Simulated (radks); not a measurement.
Values are calculated unless marked as measured or tabulated.
Q: Species: Hf XLVII. Configuration: [Ar] 3d8. Level of theory: Dirac Kohn-Sham, BLYP, spin-unpolarised, spherical densities, finite nucleus; open shells fill j = l - 1/2 first; Fermi nuclear charge, rms radius 5.347 fm (a radial shooting solver on a logarithmic mesh with Libxc functionals). Some entries of the table are withheld. Estimate them.

orbital  occ.  eigenvalue (hartree)  r(max) (bohr)
1s1/2       2             -2487.670        0.01190
2s1/2       2             -499.4899        0.06815
2p1/2       2                   (1)        0.05081
2p3/2       4                   (2)        0.05741
3s1/2       2             -176.5697         0.1892
3p1/2       2             -169.0157         0.1769
3p3/2       4             -158.8434         0.1897
3d3/2       4             -146.6266         0.1478
3d5/2       4             -144.3423         0.1513

A: 
(1) 2p1/2 eigenvalue (hartree): -481.7433
(2) 2p3/2 eigenvalue (hartree): -437.6223
